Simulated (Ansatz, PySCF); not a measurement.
Gas-phase reaction in SMILES: CN(C)C(=O)N(C)C [1,1,3,3-tetramethylurea] → C[N]C + CN(C)[C]=O (the C-N bond at the site shown breaks; other sites are not compared here)
Each molecule is optimised on its own at B3LYP-D3(BJ)/def2-TZVP (Ansatz, a program for electronic structure), one conformer each, not searched for the lowest. Frequencies are from Ansatz or PySCF.

Quantity: bond dissociation energy (enthalpy at 298 K, with B3LYP-D3(BJ) rigid-rotor harmonic-oscillator terms), in eV. Cores are frozen in the correlated levels unless marked. Open shells are spin-unrestricted. No spin-orbit coupling. No relativistic terms. CBS(X,Y): correlation extrapolated as X^-3; Hartree-Fock from the larger set. [CCSD(T)-MP2]/basis is that difference in the basis named.

```tsv
level	program	bond dissociation energy (eV)	minus last row
HF/STO-3G	Ansatz	2.31	-1.37
HF/6-31G*	Ansatz	2.33	-1.35
PBE0/def2-SVP	Ansatz	3.58	-0.10
PBE0-D4/def2-TZVP	Ansatz + dftd4	3.49	-0.19
CAM-B3LYP/def2-TZVPD	Ansatz	3.26	-0.42
wB97M-V/def2-TZVPD	Ansatz	3.60	-0.08
MP2/6-31G*	Ansatz	3.79	0.11
SCS-MP2/STO-3G	Ansatz	2.92	-0.76
SCS-MP2/6-31G*	Ansatz	3.64	-0.04
SCS-MP2/cc-pVDZ	Ansatz	3.63	-0.05
CCSD/cc-pVDZ	Ansatz	3.36	-0.32
CCSD/cc-pVTZ	Ansatz	3.47	-0.21
CCSD(T)/6-31G	Ansatz	3.30	-0.38
CCSD(T)/cc-pVTZ	Ansatz	3.59	-0.09
RI-MP2/CBS(cc-pVTZ,cc-pVQZ)+[CCSD(T)-MP2]/cc-pVTZ	Ansatz	3.68	0.00
```
